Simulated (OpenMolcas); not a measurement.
**Ag2+: moving or changing the point charges**

Ag2+ among 6 point charges of -1.7 e arranged as an octahedron (Oh), 2.21 Å from the ion.

```yaml
Program: OpenMolcas
Method: CASSCF
Basis: ANO-RCC-VTZP [7s6p4d2f1g]
Scalar_Hamiltonian: DKH2, point nucleus
Active_space: 9 electrons in 5 orbitals (4d)
State_averaging: 2S+1 = 2 even, 5 roots
Spin-orbit_coupling: state interaction with AMFI integrals over the reference wave functions
```

Runs around this geometry, states (labels of O, the rotations of Oh). Energies in cm-1 above the lowest state or level, χT in cm3 K/mol; 10Dq is the gap between the two states.

| R (Å) | q (e) | Ground state | First state of that spin | 10Dq | First gap with spin-orbit (degeneracies) | χT at 300 K |
| --- | --- | --- | --- | --- | --- | --- |
| 2.21 | -1.36 | 2E | 2T2 3182 | 3182 | 2373 (4, 2) | 1.005 |
| 2.21 | -1.7 | 2E | 2T2 3970 | 3970 | 3054 (4, 2) | 0.940 |
| 2.4 | -1.7 | 2E | 2T2 2680 | 2680 | 1953 (4, 2) | 1.054 |

Taking |10Dq| as R^-n, n = -ln(2680 / 3970) / ln(2.4 / 2.21) = 4.8 between the shortest and longest distance. The point-charge formula for a cubic d site gives n = 5.

Scaling the charges by -1.36 / -1.7 = 0.80 scales |10Dq| by 3182 / 3970 = 0.80; with fixed orbitals a first-order splitting would follow the charge.

An orbital doublet at a regular site is open to a Jahn-Teller distortion, which this geometry leaves out. The ground term spreads over less than 5000 cm-1, several times less than with real ligands, so orbital moments are less quenched and χT lies further from the spin-only value than at real sites. Point charges carry no covalency, so the field is a model and not that of real ligands. No measured value stands beside these numbers.
